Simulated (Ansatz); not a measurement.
Cost and result up the ladder for cis-NiI2(PH3)2 (NiP₂H₆I₂) (11 atoms). The state is a singlet with charge 0. Geometry: r2SCAN-D4/def2-SVP.

```xyz
11

I     2.329    1.275   -1.882
I     1.955    1.906    1.773
Ni    0.777    0.581   -0.021
P    -0.509   -0.002    1.571
P    -0.202   -0.523   -1.553
H    -1.226    0.999    2.273
H     0.048   -0.702    2.670
H    -1.603   -0.886    1.299
H     0.526   -1.527   -2.241
H    -0.735    0.178   -2.663
H    -1.361   -1.299   -1.226
```

Ansatz on 4 threads of Arm Neoverse N1 on a shared host. Times are rough, and most runs start from the orbitals of an earlier one. No level here is sound enough to serve as a yardstick. Binding counts from free atoms at the same level (I doublet, Ni triplet, P quartet, H doublet; other spins of the atoms weren't run), without zero-point energy or a counterpoise term.

In the def2 sets I takes a core potential; there is no spin–orbit coupling. LC-ωPBE has ω = 0.4 bohr⁻¹. No other spin state of charge 0 was run. Another isomer (singlet) lies 0.32 eV lower at PBE0-D4/def2-TZVP; other spin states weren't run for this one.

Run but left out: BHLYP-D4/def2-TZVP (restricted singlet, unstable in another Hartree–Fock run and untested here); MP2/def2-TZVP (restricted singlet, unstable towards broken spin symmetry).

```csv
level,functions,wall time,binding energy per atom (eV),remarks
PBE-D4/def2-SVP,149,4.2 s,2.70,restricted SCF unstable in HF
PBE0-D4/def2-SVP,149,7 s,2.54,restricted SCF unstable in HF
PBE-D4/def2-TZVP (with forces),255,9 s,2.68,–
LC-ωPBE/def2-TZVP,255,11 s,2.51,restricted SCF unstable in HF
r2SCAN-D4/def2-TZVP,255,15 s,2.65,restricted SCF unstable in HF
PBE0-D4/def2-TZVP,255,18 s,2.55,restricted SCF unstable in HF
r2SCANh-D4/def2-TZVP,255,22 s,2.60,restricted SCF unstable in HF
```
